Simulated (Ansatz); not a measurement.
BGeH5O2S, SMILES `OB(O)[S][GeH3]`, relaxed with RKS PBE0-D4/def2-TZVP in Ansatz 0.2.0 from a PBE-D4/def2-SVP geometry. The force threshold is 0.005 eV/Å; the program also tests the step.

The species carries charge 0 and has multiplicity 1.

Start:

```xyz
10

O     1.554    0.475   -0.696
B     0.337    1.087   -0.804
O     0.205    2.035   -1.778
S    -1.136    0.722    0.288
Ge   -0.577   -1.312    1.046
H     1.636   -0.085    0.096
H    -0.708    2.359   -1.860
H     0.910   -1.280    1.519
H    -1.495   -1.617    2.251
H    -0.726   -2.383   -0.063
```

```tsv
step	energy (eV)	largest force (eV/Å)	largest move (Å)
1	-72195.8808	0.648	0.000
2	-72195.9061	0.273	0.046
3	-72195.9077	0.220	0.030
4	-72195.9113	0.082	0.017
5	-72195.9117	0.054	0.005
6	-72195.9122	0.027	0.010
7	-72195.9122	0.047	0.022
8	-72195.9125	0.038	0.012
9	-72195.9125	0.034	0.026
10	-72195.9129	0.031	0.030
11	-72195.9129	0.086	0.009
12	-72195.9131	0.015	0.011
13 (rejected)	-72195.9131	0.019	0.005
14	-72195.9131	0.007	0.002
15	-72195.9131	0.001	0.002
```

End:

```xyz
10

O     1.574    0.541   -0.678
B     0.341    1.088   -0.808
O     0.209    2.072   -1.734
S    -1.149    0.628    0.187
Ge   -0.587   -1.337    1.047
H     1.667   -0.069    0.056
H    -0.691    2.387   -1.839
H     0.894   -1.296    1.482
H    -1.480   -1.556    2.272
H    -0.778   -2.457    0.016
```

It took 72 s on 4 threads of a server CPU on a shared host, with 0.64 GiB of host memory at the peak.
